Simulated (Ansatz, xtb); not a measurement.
Species: C$_{5}$H$_{5}$S, net charge -1, singlet state. It need not be the lowest isomer of its formula. Whether it binds its extra electron was not tested at this geometry. 
Geometry from a B3LYP-D3(BJ)/def2-TZVP (Ansatz, a first-principles code) optimisation:
SMILES: c1(C)c[c-]cs1
```xyz
11

C     -2.2360    -0.1291    -0.0085
C     -0.7445    -0.1744     0.1171
C      0.0008    -1.0054     0.9173
C      1.4391    -0.8796     0.8837
C      1.7343     0.1056     0.0016
S      0.2865     0.8806    -0.7871
H     -2.6536     0.8452     0.2713
H     -2.6789    -0.8806     0.6521
H     -2.5803    -0.3398    -1.0277
H     -0.5190    -1.7288     1.5478
H      2.6864     0.5133    -0.3166
```
Charge -1, spin multiplicity 1.

Harmonic wavenumbers from GFN2-xTB (xtb, at its own minimum), cm⁻¹: 102, 208, 264, 313, 422, 523, 523, 679, 709, 723, 811, 988, 1023, 1049, 1101, 1140, 1272, 1390, 1491, 1493, 1521, 1553, 2930, 2939, 2951, 2970, 3070.

Give the harmonic wavenumbers at B3LYP-D3(BJ)/def2-TZVP (Ansatz, finite differences of forces, unscaled).

137, 221, 302, 467, 474, 552, 607, 680, 683, 779, 851, 984, 1049, 1068, 1157, 1189, 1296, 1388, 1395, 1471, 1474, 1509, 2981, 3007, 3047, 3065, 3150 cm⁻¹. Zero-point energy 50.0 kcal/mol.

From these and the geometry, give the ideal-gas thermochemistry at 298.15 K and 1 atm (rigid rotor, harmonic oscillator).

Point group Cs, rotational symmetry number 1. Rotational constants 5.312, 3.15, 2.002 GHz. S(trans) 39.63, S(rot) 26.66, S(vib) 10.15, S(elec, spin only) 0.00, S 76.4 cal/(mol K). H(298) - H(0) 4.26 kcal/mol; G - E(el) 31.5 kcal/mol.
